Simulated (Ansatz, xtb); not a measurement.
C6H5NO2: which of two isomers lies lower

We compare a, `N#C[C@@H]1CC(=O)C=C1O`, a singlet, with b, `N#C[C@@H]1CC(O)=CC1=O`, a singlet. Both are isolated molecules in the gas phase, relaxed with r2SCAN-D4/def2-SVP; each stands in its lowest conformer found.

Quicker runs give these differences E(b) − E(a): GFN2-xTB −1.43 kcal/mol; HF/STO-3G −0.53 kcal/mol (at GFN2-xTB geometries); r2SCAN-D4/def2-SVP//GFN2-xTB −1.57 kcal/mol.

**Question.** Estimate E(b) − E(a) at the level CCSD(T)/def2-SVP + ΔMP2/def2-TZVPP.

**Answer.** CCSD(T)/def2-SVP + ΔMP2/def2-TZVPP gives E(b) − E(a) = −0.81 kcal/mol, slightly favouring structure b, which is too small a margin to settle the true order.

Level by level:

```
                             level            geometry  E(b) − E(a) (kcal/mol)  departure from the last row (kcal/mol)  job, with rough time for the two
                          GFN2-xTB            GFN2-xTB                     −1.43                                   −0.62              optimisation, 0.18 s
                         HF/STO-3G            GFN2-xTB                     −0.53                                   +0.28              single point, 0.69 s
      r2SCAN-D4/def2-SVP//GFN2-xTB            GFN2-xTB                     −1.57                                   −0.76               single point, 8.4 s
                r2SCAN-D4/def2-SVP  r2SCAN-D4/def2-SVP                     −1.78                                   −0.97               optimisation, 2 min
                       HF/def2-SVP  r2SCAN-D4/def2-SVP                     −0.94                                   −0.13           part of the CCSD(T) run
                      MP2/def2-SVP  r2SCAN-D4/def2-SVP                     −1.08                                   −0.28           part of the CCSD(T) run
                  CCSD(T)/def2-SVP  r2SCAN-D4/def2-SVP                     −0.90                                   −0.09                      single point
CCSD(T)/def2-SVP + ΔMP2/def2-TZVPP  r2SCAN-D4/def2-SVP                     −0.81                                                     single point, 4.4 min
```

As drawn, both hold the same kinds of bond in the same numbers.

The largest departure from CCSD(T)/def2-SVP + ΔMP2/def2-TZVPP is that of r2SCAN-D4/def2-SVP, 0.97 kcal/mol. The last row adds to CCSD(T) the change of the MP2 difference between the two basis sets, here +0.09 kcal/mol.

With thermal terms from frequencies at re-optimised GFN2-xTB minima (ideal gas, soft modes damped towards free rotors, one conformer each, 298.15 K, 1 atm): the zero-point term adds +0.10 kcal/mol; ΔH is −0.74 and ΔG −0.66 kcal/mol.

The correlated steps freeze 9 core orbitals. Codes used: Ansatz 0.2.0, xtb 6.7.1; the last row on 2 threads of Arm Neoverse V2 on a shared host.
